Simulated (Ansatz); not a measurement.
C₅H₂F₆O₃Zn (`[OH][Zn-]1[O]C(C(F)(F)F)=CC(C(F)(F)F)=[O+]1`), relaxed with RKS PBE0-D4/def2-TZVP in Ansatz 0.2.0 from a GFN2-xTB geometry. The force threshold is 0.005 eV/Å; the program also tests the step.

Total charge 0; spin multiplicity 1.

Start:

```xyz
17

O     3.493    1.885   -0.849
Zn    2.045    1.050   -0.551
O     1.385   -0.682   -0.907
C     0.263   -1.110   -0.550
C    -0.016   -2.580   -0.960
F     0.132   -2.742   -2.274
F    -1.251   -2.982   -0.646
F     0.835   -3.407   -0.349
C    -0.724   -0.432    0.159
C    -0.533    0.886    0.566
C    -1.713    1.519    1.348
F    -2.827    1.531    0.605
F    -1.457    2.767    1.717
F    -1.989    0.813    2.451
O     0.462    1.620    0.383
H     3.542    2.792   -0.544
H    -1.649   -0.929    0.400
```

```csv
step,energy (eV),largest force (eV/Å),largest move (Å)
1,-76058.7959,1.899,0.000
2,-76058.9097,0.918,0.058
3,-76058.9484,0.177,0.063
4,-76058.9502,0.079,0.013
5,-76058.9511,0.029,0.010
6,-76058.9513,0.024,0.008
7,-76058.9513,0.009,0.002
8,-76058.9514,0.004,0.002
9,-76058.9514,0.012,0.012
10,-76058.9515,0.016,0.015
11,-76058.9515,0.018,0.018
12,-76058.9515,0.019,0.009
13,-76058.9516,0.018,0.016
14,-76058.9516,0.018,0.013
15,-76058.9516,0.010,0.004
16,-76058.9516,0.003,0.002
```

End:

```xyz
17

O     3.603    1.890   -0.905
Zn    2.065    1.068   -0.525
O     1.382   -0.708   -0.882
C     0.248   -1.122   -0.529
C    -0.019   -2.576   -0.953
F     0.052   -2.679   -2.278
F    -1.220   -3.005   -0.569
F     0.897   -3.378   -0.419
C    -0.735   -0.437    0.169
C    -0.568    0.883    0.586
C    -1.752    1.514    1.347
F    -2.839    1.529    0.570
F    -1.487    2.751    1.723
F    -2.037    0.791    2.434
O     0.425    1.626    0.418
H     3.647    2.794   -0.587
H    -1.662   -0.940    0.399
```

Run time 36 s (11 threads of an AMD EPYC 7R13 on a shared host and a whole NVIDIA H100 80 GB); peak host memory 1.4 GiB.
